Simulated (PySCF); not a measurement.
# C₆ coefficients of unlike pairs at PW91

Calculated with PySCF 2.14 from the dipole response of each species, C₆(A,B) = (3/π) ∫ α_A(iu) α_B(iu) du, in atomic units, from isotropic polarisabilities. For ions this is the dispersion term alone; charge-induced terms of lower order in 1/R come first.

| species | configuration | basis | relativity | α (bohr³) | C₆ (like pair) |
| --- | --- | --- | --- | --- | --- |
| As²⁺ | [Ar] 3d10 4s2 4p1 (2P) | dyall-av3z (24s17p11d2f) | spin-free X2C | 10.06 | 42.80 |
| Sn⁺ | [Kr] 4d10 5s2 5p1 (2P) | aug-cc-pwCVTZ-DK3 with one added diffuse shell each of s, p, d, f type (11s10p8d5f1g) | spin-free X2C | 27.15 | 210.0 |
| S²⁺ | [Ne] 3s2 3p2 (3P) | aug-cc-pCVTZ-DK with one added diffuse shell each of s, p, d, f type (9s8p6d4f) | spin-free X2C | 7.272 | 26.32 |

Question: Estimate C₆ for S²⁺ with As²⁺.

Answer: The integral gives 33.46. The combination rule 2 C_A C_B / (C_A α_B/α_A + C_B α_A/α_B) gives 33.45 and the geometric mean 33.56.

No spin-orbit coupling is included.

The other pairs:

| pair | C₆ |
| --- | --- |
| S²⁺, Sn⁺ | 72.58 |
| Sn⁺, As²⁺ | 93.66 |
